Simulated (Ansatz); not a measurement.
A trace of molecular dynamics of ClH6N3Zr (11 atoms, charge 0, multiplicity 1).

These are results of RKS BHLYP-D4/def2-SVP in Ansatz 0.2.0, not measurements.

```
ensemble        : NVT, Nosé–Hoover chain
set temperature : 400 K
thermostat      : time constant 50 fs, chain length 5
seed            : 209954
```

```csv
time (fs),T (K),potential energy less start (eV),conserved less start (meV/atom)
0.0,400,0.000,0.00
6.0,223,0.221,1.32
12.0,194,0.254,0.88
18.0,197,0.247,0.17
24.0,130,0.348,1.42
30.0,219,0.251,0.78
36.0,206,0.281,0.39
42.0,174,0.351,1.51
48.0,206,0.332,0.95
54.0,342,0.203,0.66
60.0,296,0.302,1.70
66.0,339,0.276,1.11
72.0,284,0.360,1.08
78.0,153,0.533,1.75
84.0,250,0.427,1.24
90.0,288,0.399,1.42
96.0,342,0.356,1.53
102.0,317,0.403,1.53
108.0,265,0.482,1.64
114.0,246,0.516,1.49
120.0,243,0.544,1.97
126.0,387,0.399,1.84
132.0,391,0.420,1.50
138.0,336,0.520,2.32
144.0,290,0.593,2.26
150.0,360,0.525,1.29
```

**Question.** Is this trajectory sound?

**Answer.** The conserved energy stayed within 2.5 meV per atom of its start (net change 1.3 meV per atom), so the integration is sound. The mean temperature of the second half is 24 % below the set value. A run of 0.15 ps of so small a system gives no equilibrium averages. The time step was 1 fs.

The run took 11 min on 2 threads of Arm Neoverse V2 (shared host), peak memory 0.29 GiB.
